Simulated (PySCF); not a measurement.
Delta-SCF ions had no search for a lower state. Excitations are Tamm–Dancoff values on a coarser integration grid. The basis has no diffuse functions, so Rydberg states are missing or too high.

Cartesian coordinates (Å):
```xyz
4

B     -1.1252    -0.7758    -0.0914
C      0.3262    -0.1270     0.0366
O     -0.5747     0.7345    -0.0796
H      1.3737     0.1683     0.1344
```
Charge 0, multiplicity 1.

### Question
What total energy, HOMO, LUMO, T1 excitation (TDA), S1–T1 gap (TDA), vertical ionisation energy (Delta-SCF), brightest of the four lowest singlets (TDA) and S1 excitation (TDA) does PBE-D3(BJ)/def2-TZVP // B3LYP-D3(BJ)/def2-TZVP in PySCF give?

### Answer

- total energy: -138.5013 Ha
- HOMO: -5.00 eV
- LUMO: -4.50 eV
- T1 excitation (TDA): 0.23 eV
- S1–T1 gap (TDA): 0.40 eV
- vertical ionisation energy (Delta-SCF): 8.61 eV
- brightest of the four lowest singlets (TDA): 4.72 eV
- S1 excitation (TDA): 0.63 eV
